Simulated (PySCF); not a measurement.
C3H7BrSi, SMILES C=CC[SiH2]Br, singlet at its GFN2-xTB optimised geometry (Å):

```
12

C      2.0195    -1.2569    -1.0551
C      1.2728    -0.9882     0.0000
C     -0.2159    -0.9882     0.0000
Si    -0.8756     0.7933     0.0000
Br    -3.0950     0.6705    -0.0030
H      3.0950    -1.2307    -1.0168
H      1.5826    -1.5258    -2.0034
H      1.7366    -0.7201     0.9407
H     -0.5875    -1.5133     0.8835
H     -0.5904    -1.5190    -0.8783
H     -0.5341     1.5190     1.2158
H     -0.5195     1.5152    -1.2123
```

Method: CAM-B3LYP/def2-TZVP (PySCF).

Map of the electrostatic potential (hartree/e), clipped to [-0.08, 0.12] on the plane z = 1.5 Å:

```
|.............................|
|.............................|
|      .......................|
|       ......................|
|        .....................|
|        .....................|
|         ....................|
|         ...::...............|
|         ..:==-:.............|
|        ..:+@@#-:::..........|
|       ..:-@@@@=::::.........|
|     ..::-+%@@@-::::::.......|
|     .:::-*#@%+--::::::......|
|     .:::=*##*+=----::::.....|
|      ..:-+**+====*+=-::.....|
|        .:-======#@@*-:::....|
|        .:-=++===%@@#-:::....|
|        .:-+@@*==+%%+-::.....|
|       ..:-#@@*=--=-:::......|
|       ..:-+%%+-::::.........|
|      ...::-==-::............|
|..........::::::.............|
|...........::::..............|
|.............................|
|.............................|
|.............................|
|.............................|
|.............................|
|.............................|
```
Scale: ten equal steps from -0.019 (start of ' ') to 0.120 (end of '@'), in the order ' .:-=+*#%@'; x runs from -5.50 to 5.50, y from -5.50 (bottom) to 5.50 (top).
